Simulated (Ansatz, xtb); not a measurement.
# Two structures of C2H12InNSi

Structure I is a singlet given by its coordinates and structure II is a singlet given by its coordinates. Both are isolated molecules in the gas phase, relaxed with PBE0-D4/def2-SVP.

I (Å):

```yaml
atoms:
  - { symbol: C, position_ang: [-1.5960, 0.9737, -2.1099] }
  - { symbol: C, position_ang: [1.1819, 2.5886, -0.1466] }
  - { symbol: In, position_ang: [-0.9367, 2.1165, -0.3718] }
  - { symbol: N, position_ang: [-1.0014, 0.2615, 1.2460] }
  - { symbol: Si, position_ang: [0.0704, -1.1051, 0.8519] }
  - { symbol: H, position_ang: [-0.8001, 0.3127, -2.4860] }
  - { symbol: H, position_ang: [-1.8774, 1.6572, -2.9266] }
  - { symbol: H, position_ang: [-2.4800, 0.3590, -1.8778] }
  - { symbol: H, position_ang: [-2.1147, 3.0648, 0.5153] }
  - { symbol: H, position_ang: [1.4024, 3.5644, -0.6073] }
  - { symbol: H, position_ang: [1.8190, 1.8359, -0.6356] }
  - { symbol: H, position_ang: [1.4706, 2.6545, 0.9144] }
  - { symbol: H, position_ang: [-0.7813, 0.7190, 2.1312] }
  - { symbol: H, position_ang: [-1.9914, 0.0162, 1.2772] }
  - { symbol: H, position_ang: [-0.0190, -2.1929, 1.8738] }
  - { symbol: H, position_ang: [1.4582, -0.5730, 0.8123] }
  - { symbol: H, position_ang: [-0.3605, -1.6292, -0.4711] }
```

Close contacts (Å): C1–In3 2.18, C2–In3 2.18, In3–N4 2.46, N4–Si5 1.78, C1–H6 1.10, C1–H7 1.10, C1–H8 1.10, C2–H10 1.10, C2–H11 1.10, C2–H12 1.10, In3–H9 1.75, N4–H13 1.02, N4–H14 1.02, Si5–H15 1.50, Si5–H16 1.49, Si5–H17 1.49.

II (Å):

| atom | x (Å) | y (Å) | z (Å) |
| --- | --- | --- | --- |
| C | -1.1789 | -2.3622 | -0.3431 |
| C | 1.4422 | -2.5379 | 1.2928 |
| In | -0.2969 | 0.8039 | -2.3633 |
| N | 0.7748 | -0.1554 | -0.4322 |
| Si | 0.6373 | -1.9440 | -0.2934 |
| H | -1.7198 | -1.8785 | 0.4858 |
| H | -1.6314 | -2.0311 | -1.2899 |
| H | -1.3256 | -3.4497 | -0.2521 |
| H | 1.3821 | -2.4702 | -1.4727 |
| H | 0.9340 | -2.1257 | 2.1793 |
| H | 2.5043 | -2.2508 | 1.3417 |
| H | 1.3916 | -3.6366 | 1.3608 |
| H | 0.3482 | 0.3438 | 0.3497 |
| H | 1.7399 | 0.1714 | -0.4946 |
| H | -1.7590 | 1.2899 | -1.5431 |
| H | -0.3501 | -0.6344 | -3.3489 |
| H | 0.9315 | 1.9999 | -2.6793 |

Close contacts (Å): C1–Si5 1.86, C2–Si5 1.88, In3–N4 2.41, N4–Si5 1.80, C1–H6 1.10, C1–H7 1.10, C1–H8 1.10, C2–H10 1.10, C2–H11 1.10, C2–H12 1.10, In3–H15 1.75, In3–H16 1.74, In3–H17 1.74, N4–H13 1.02, N4–H14 1.02, Si5–H9 1.49.

Quicker runs give these differences E(II) − E(I): GFN2-xTB −0.389 eV; HF/STO-3G −0.671 eV (at GFN2-xTB geometries); r2SCAN-D4/def2-SVP −0.737 eV (at GFN2-xTB geometries).

Estimate E(II) − E(I) at the level CCSD(T)/def2-SVP + ΔMP2/def2-TZVPP.

Calculated at CCSD(T)/def2-SVP + ΔMP2/def2-TZVPP: E(II) − E(I) = −0.529 eV, so structure II lies lower.

Level by level:

| level | geometry | E(II) − E(I) (eV) | departure from the last row (eV) | job, with rough time for the two |
| --- | --- | --- | --- | --- |
| GFN2-xTB | GFN2-xTB | −0.389 | +0.140 | optimisation, 0.31 s |
| HF/STO-3G | GFN2-xTB | −0.671 | −0.143 | single point, 1.5 s |
| r2SCAN-D4/def2-SVP | GFN2-xTB | −0.737 | −0.208 | single point, 8.7 s |
| PBE0-D4/def2-SVP | PBE0-D4/def2-SVP | −0.790 | −0.261 | optimisation, 2 min |
| HF/def2-SVP | PBE0-D4/def2-SVP | −0.737 | −0.208 | part of the CCSD(T) run |
| MP2/def2-SVP | PBE0-D4/def2-SVP | −0.615 | −0.086 | part of the CCSD(T) run |
| CCSD(T)/def2-SVP | PBE0-D4/def2-SVP | −0.621 | −0.093 | single point |
| CCSD(T)/def2-SVP + ΔMP2/def2-TZVPP | PBE0-D4/def2-SVP | −0.529 |  | single point, 2.9 min |

None of the levels shown reverses the order. The largest departure from CCSD(T)/def2-SVP + ΔMP2/def2-TZVPP is that of PBE0-D4/def2-SVP, 0.261 eV. The last row adds to CCSD(T) the change of the MP2 difference between the two basis sets, here +0.093 eV.

With thermal terms from frequencies at re-optimised GFN2-xTB minima (ideal gas, soft modes damped towards free rotors, one conformer each, 298.15 K, 1 atm): on the last row, ΔE + ΔZPE = −0.470, ΔH = −0.508, ΔG = −0.398 eV.

The correlated steps freeze 12 core orbitals; the filled d shell of In is correlated, in a basis made for valence electrons. Atoms past krypton carry core potentials in the def2 sets, other sets are all-electron and non-relativistic, and no spin–orbit term is included. Run with Ansatz 0.2.0, xtb 6.7.1; the last row on 2 threads of Arm Neoverse V2 on a shared host.
